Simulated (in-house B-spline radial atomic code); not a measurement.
# Re⁶⁺: [Xe] 4f14 5d1

Level of theory: Dirac-Kohn-Sham LDA exchange-only, spherical fractional occupations, Fermi nucleus of rms radius 5.3698 fm; calculated with a radial B-spline atomic code at the basis-set limit.

Screening seen three ways: the hydrogenic charge with the same mean radius, Z_r = [3n² - l(l+1)]/(2<r>), the one with the same energy, Z_e = n√(-2ε), and Slater's rules. Values are occupation-weighted means over j. An effective charge above Z reflects the relativistic contraction of the inner shells.

```
shell  electrons   ε (eV)  <r> (bohr)    Z_r    Z_e  Slater
   1s          2   -71548     0.01805  83.09  72.52   74.70
   2s          2   -12462     0.07564  79.32  60.53   70.85
   2p          6   -10976     0.06787  73.68  56.80   70.85
   3s          2  -2942.9      0.1971  68.49  44.12   63.75
   3p          6  -2498.1       0.197  63.44  40.65   63.75
   3d         10  -1953.2      0.1793  58.56  35.94   53.85
   4s          2  -673.55      0.4408  54.45  28.14   47.25
   4p          6  -525.98      0.4676  49.19  24.87   47.25
   4d         10  -330.62      0.5004  41.97  19.72   35.85
   5s          2  -159.69       1.018  36.82  17.13   17.35
   5p          6  -120.79       1.156  31.56  14.90   17.35
   4f         14  -118.28      0.5758  31.26  11.79   24.45
   5d          1  -72.737       1.482  23.29  11.56    7.00
```

The least bound orbital is 5d5/2 at -72.14 eV, and it is also the most diffuse (<r> = 1.493 bohr).

Spin-orbit splittings of the orbital energies (j = l + 1/2 above j = l - 1/2 when positive): 2p 1438 eV, 3p 312.2 eV, 3d 67.84 eV, 4p 73.08 eV, 4d 13.51 eV, 5p 12.04 eV, 4f 2.535 eV, 5d 1.504 eV.

For the 1s electron the small component carries 8.01 % of the norm, the zero-frequency Breit interaction raises the level by 254.2 eV, self-energy by 159.5 eV, and vacuum polarisation lowers it by 30.62 eV.
